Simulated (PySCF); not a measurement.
# Electronic absorption of (HAlO)4 cubane

(HAlO)4 cubane, Al₄H₄O₄.
Structure used (PBE0-D3(BJ)/def2-SVP), in Å, numbered top down from 1:
```xyz
12
Al4H4O4 angstrom
Al     0.135    0.996    1.278
H      0.262    1.959    2.506
O     -0.970   -0.491    1.157
Al    -1.522    0.004   -0.544
H     -2.996    0.015   -1.071
O     -0.384    1.466   -0.441
Al     1.011    0.489   -1.178
H      1.980    0.967   -2.311
O      1.501   -0.018    0.539
Al     0.411   -1.517    0.459
H      0.802   -2.968    0.897
O     -0.114   -0.986   -1.240
```

Theory: TDDFT wB97X-D/def2-SVPD, vertical, gas phase, core orbitals frozen in the response in PySCF.

```json
{"state": "S1", "E (eV)": "7.88", "E (hartree)": "0.2897", "f": "0.012", "main configurations (H = HOMO, L = LUMO)": "H-2/H-1/H→L/L+1/L+2 (≥47%)"}
{"state": "S2", "E (eV)": "7.89", "E (hartree)": "0.2898", "f": "0.012", "main configurations (H = HOMO, L = LUMO)": "H-2/H-1/H→L/L+1/L+2 (≥42%)"}
{"state": "S3", "E (eV)": "7.89", "E (hartree)": "0.2900", "f": "0.011", "main configurations (H = HOMO, L = LUMO)": "H-2/H-1/H→L/L+1/L+2 (≥37%), H-2/H-1/H→L+3 (≥12%)"}
{"state": "S4", "E (eV)": "7.93", "E (hartree)": "0.2915", "f": "0.0000", "main configurations (H = HOMO, L = LUMO)": "H-2/H-1/H→L/L+1/L+2 (≥63%)"}
{"state": "S5", "E (eV)": "7.93", "E (hartree)": "0.2916", "f": "0.0000", "main configurations (H = HOMO, L = LUMO)": "H-2/H-1/H→L/L+1/L+2 (≥64%)"}
{"state": "S6", "E (eV)": "7.93", "E (hartree)": "0.2916", "f": "0.0000", "main configurations (H = HOMO, L = LUMO)": "H-2/H-1/H→L/L+1/L+2 (≥60%)"}
{"state": "S7", "E (eV)": "7.96", "E (hartree)": "0.2927", "f": "0.0000", "main configurations (H = HOMO, L = LUMO)": "H-2/H-1/H→L/L+1/L+2 (≥62%)"}
{"state": "S8", "E (eV)": "7.97", "E (hartree)": "0.2927", "f": "0.0000", "main configurations (H = HOMO, L = LUMO)": "H-2/H-1/H→L/L+1/L+2 (≥60%)"}
{"state": "S9", "E (eV)": "8.11", "E (hartree)": "0.2979", "f": "0.0001", "main configurations (H = HOMO, L = LUMO)": "H-2/H-1/H→L/L+1/L+2 (≥43%)"}
{"state": "S10", "E (eV)": "8.41", "E (hartree)": "0.3091", "f": "0.259", "main configurations (H = HOMO, L = LUMO)": "H-2/H-1/H→L+3 (≥45%), H-2/H-1/H→L+4 (≥20%), H-2/H-1/H→L/L+1/L+2 (≥11%)"}
{"state": "S11", "E (eV)": "8.43", "E (hartree)": "0.3096", "f": "0.261", "main configurations (H = HOMO, L = LUMO)": "H-2/H-1/H→L+3 (≥48%), H-2/H-1/H→L+4 (≥20%)"}
{"state": "S12", "E (eV)": "8.43", "E (hartree)": "0.3097", "f": "0.262", "main configurations (H = HOMO, L = LUMO)": "H-2/H-1/H→L+3 (≥48%), H-2/H-1/H→L+4 (≥20%)"}
{"state": "S13", "E (eV)": "8.56", "E (hartree)": "0.3146", "f": "0.0001", "main configurations (H = HOMO, L = LUMO)": "H-2/H-1/H→L+5 (≥44%)"}
{"state": "S14", "E (eV)": "8.56", "E (hartree)": "0.3146", "f": "0.0001", "main configurations (H = HOMO, L = LUMO)": "H-2/H-1/H→L+6 (≥29%), H-5→L/L+1/L+2 (≥12%), H-3→L/L+1/L+2 (≥8%)"}
{"state": "S15", "E (eV)": "8.56", "E (hartree)": "0.3147", "f": "0.0001", "main configurations (H = HOMO, L = LUMO)": "H-2/H-1/H→L+6 (≥34%), H-2/H-1/H→L+5 (≥15%)"}
```

Triplets (Tamm–Dancoff): T1 7.62 eV, H-2/H-1/H→L/L+1/L+2 (≥27%), H-2/H-1/H→L+3 (≥16%); T2 7.62 eV, H-2/H-1/H→L/L+1/L+2 (≥20%), H-2/H-1/H→L+3 (≥17%); T3 7.63 eV, H-2/H-1/H→L+3 (≥22%), H-2/H-1/H→L/L+1/L+2 (≥17%), H-2/H-1/H→L+4 (≥9%).

The lowest singlet level (S1/S2/S3) lies at 7.88 eV (157 nm, vacuum ultraviolet) and is of moderate strength. The most intense listed level is S11/S12 at 8.43 eV (147 nm, f = 0.523 summed), 0.54 eV above S1. S1/S2/S3, S4/S5/S6, S7/S8, S11/S12 and S13/S14/S15 lie within about 0.01 eV of each other in each set; the point group Td has degenerate representations, and within a degenerate level the listed configurations can mix freely. Löwdin shares by element: HOMO (one of a set within 0.03 eV) oxygen 40% or more, hydrogen 15% or more, aluminium 12% or more (atoms not listed hold the other 32%); LUMO (one of a set within 0.03 eV) aluminium 59% (atoms not listed hold the other 41%). Orbital energies (eV): HOMO-3 -11.90, HOMO-2 -10.94, HOMO-1 -10.94, HOMO -10.94, LUMO 1.23, LUMO+1 1.23, LUMO+2 1.23. Weighted by f, the mean energy of these states is 8.40 eV. The oscillator strengths of these states sum to 0.817; summed over the whole spectrum of an exact calculation they would give the number of electrons, 88 (Thomas–Reiche–Kuhn). Orbitals of the list HOMO-3 to LUMO+2 that lie within 0.01 eV of each other are written together with a slash and their weights summed (≥ marks a lower bound); for degenerate orbitals outside that list single weights are arbitrary. The window holds the lowest 15 singlets.

One conformer stands for the species.
